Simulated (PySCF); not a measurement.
## Rh³²⁺: ionisation energy

Rh³²⁺ [Ne] 3s2 3p1 (2P) → Rh³³⁺ [Ne] 3s2 (1S), as a difference of total energies. Calculation: PySCF 2.14, in an even-tempered Gaussian basis (18 s from 4.4 bohr⁻², ratio 2.5; 12 p from 5.7 bohr⁻², ratio 2.5; 5 d from 24 bohr⁻², ratio 2.7; 4 f from 36 bohr⁻², ratio 2.7); scalar relativity by spin-free X2C-1e. Correlated levels: outer shells: 1s2 frozen; virtual orbitals above 40 to 60 times the deepest correlated orbital energy dropped. The calculations carry no spin-orbit coupling.

```csv
method,ionisation energy (eV)
UHF,1896.7
MP2 (outer shells),1897.3
SCS-MP2 (outer shells),1897.1
CCSD (outer shells),1897.2
CCSD(T) (outer shells),1897.2
```

A first-order spin-orbit estimate (lowest level to lowest level, LS coupling) adds 22.566 eV.

Breit and QED terms and the two-electron picture change are absent.

For comparison: 1903 ± 9 eV (semi-empirical (NIST evaluation); NIST Atomic Spectra Database, ionization energies).
